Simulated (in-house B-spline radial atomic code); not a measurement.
# Ni IV (Ni3+): [Ar] 3d7

All numbers are computed (Dirac-Kohn-Sham LC-wPBE, spherical fractional occupations; Fermi nucleus of rms radius 3.7757 fm) with a B-spline radial code for spherical atoms, not measured.

Effective charges: Z_r = [3n² - l(l+1)]/(2<r>) from the radius, Z_e = n√(-2ε) from the energy, and Slater's rules. Values are occupation-weighted means over j.

```
shell  electrons   ε (eV)  <r> (bohr)    Z_r    Z_e  Slater
   1s          2  -8257.1     0.05408  27.74  24.64   27.70
   2s          2  -1028.2      0.2446  24.53  17.39   23.85
   2p          6  -890.93      0.2152  23.23  16.18   23.85
   3s          2  -156.94      0.7357  18.35  10.19   16.75
   3p          6  -116.84      0.7698  16.24   8.79   16.75
   3d          7  -49.348      0.8967  11.71   5.71    7.90
```

The least bound orbital is 3d5/2 at -49.24 eV, and it is also the most diffuse (<r> = 0.8984 bohr).

Spin-orbit splittings of the orbital energies (j = l + 1/2 above j = l - 1/2 when positive): 2p 17.48 eV, 3p 2.252 eV, 3d 0.2698 eV.

For the 1s electron the small component carries 1.02 % of the norm, the zero-frequency Breit interaction raises the level by 10.59 eV, self-energy by 5.323 eV, and vacuum polarisation lowers it by 0.4736 eV.

The density falls to 0.001 bohr⁻³ at 2.687 bohr; Σ<r²> = 13.066 bohr² gives, by the non-relativistic formula and without the paramagnetism of open shells, a Langevin diamagnetic susceptibility of -10.35×10⁻⁶ cm³/mol.

Caution: exact exchange at fractional occupations of open shells leaves self-interaction of up to several eV.
